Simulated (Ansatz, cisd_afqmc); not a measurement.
Species: GeAsH5, charge 0, singlet. GeAsH5 (SMILES [GeH3][AsH2]).
B3LYP-D3(BJ)/def2-TZVP minimum from Ansatz (a quantum-chemistry and plane-wave program):
```
Ge
H 1 1.5385
H 1 1.5390 2 109.15
H 1 1.5390 2 109.15 3 -118.81
As 1 2.4482 2 113.07 3 120.60
H 5 1.5259 1 92.41 2 46.04
H 5 1.5259 6 91.98 1 92.49
```

Total energies in cc-pVDZ, 14 correlated electrons, 28 frozen orbitals. UHF or UKS for unpaired electrons; spin-orbit terms are left out. Cores are frozen in correlated methods (noble-gas shells, and filled d and f shells in the p block). No relativity. AFQMC is phaseless with a CISD trial state; ± is one standard error, without the phaseless bias. Outlying blocks are dropped, and bars are widened where a walk drifts. Over all cases where full CI ran beside it in this data, AFQMC minus full CI had a median of +0.1 mEh and passed +0.4 mEh in a tenth of the cases.

| method | program | energy (Eh) | minus CCSDT(Q) (mEh) |
|---|---|---|---|
| HF | Ansatz | -4312.40878 | 271.62 |
| MP2 | Ansatz | -4312.62652 | 53.88 |
| CCSD | Ansatz | -4312.67231 | 8.08 |
| CCSD(T) | Ansatz | -4312.67900 | 1.39 |
| CCSDT(Q) | Ansatz | -4312.68040 | 0.00 |
| AFQMC/CISD | cisd_afqmc | -4312.6801 ± 0.0004 | 0.3 ± 0.4 |

Rough core times of Ansatz's runs on a shared machine: CCSD(T) under 20 s, CCSDT(Q) 70 s.
